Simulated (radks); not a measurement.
Mo II, configuration [Kr] 4d5 (the NIST ground configuration). Calculated with a radial shooting solver on a logarithmic mesh with Libxc functionals: Dirac Kohn-Sham, BLYP, spin-unpolarised, spherical densities, point nucleus; open shells are shared between the two j in proportion to 2j + 1; speed of light set to 205.554 atomic units (1.5 times the physical value, a model run).

Unscreened Slater integrals over Kohn-Sham orbitals (eV). Large and small components are both included.

\begin{tabular}{lr}
integral & value \\ \hline
F0(4d5/2,4d5/2) & 13.134 \\
F2(4d5/2,4d5/2) & 6.3620 \\
F4(4d5/2,4d5/2) & 4.0828 \\
F0(4d5/2,4d3/2) & 13.169 \\
F2(4d5/2,4d3/2) & 6.3802 \\
G2(4d5/2,4d3/2) & 6.3795 \\
G4(4d5/2,4d3/2) & 4.0945 \\
F0(4d5/2,4p3/2) & 15.527 \\
F2(4d5/2,4p3/2) & 7.2413 \\
G1(4d5/2,4p3/2) & 8.8646 \\
G3(4d5/2,4p3/2) & 5.3489 \\
F0(4d5/2,4p1/2) & 15.581 \\
G3(4d5/2,4p1/2) & 5.3156 \\
F0(4d3/2,4d3/2) & 13.205 \\
F2(4d3/2,4d3/2) & 6.3987 \\
F0(4d3/2,4p3/2) & 15.584 \\
F2(4d3/2,4p3/2) & 7.2846 \\
G1(4d3/2,4p3/2) & 8.9329 \\
G3(4d3/2,4p3/2) & 5.3909 \\
F0(4d3/2,4p1/2) & 15.638 \\
G1(4d3/2,4p1/2) & 8.8803 \\
F0(4p3/2,4p3/2) & 19.638 \\
F2(4p3/2,4p3/2) & 10.286 \\
F0(4p3/2,4p1/2) & 19.746 \\
G2(4p3/2,4p1/2) & 10.339 \\
F0(4p1/2,4p1/2) & 19.857 \\
\end{tabular}
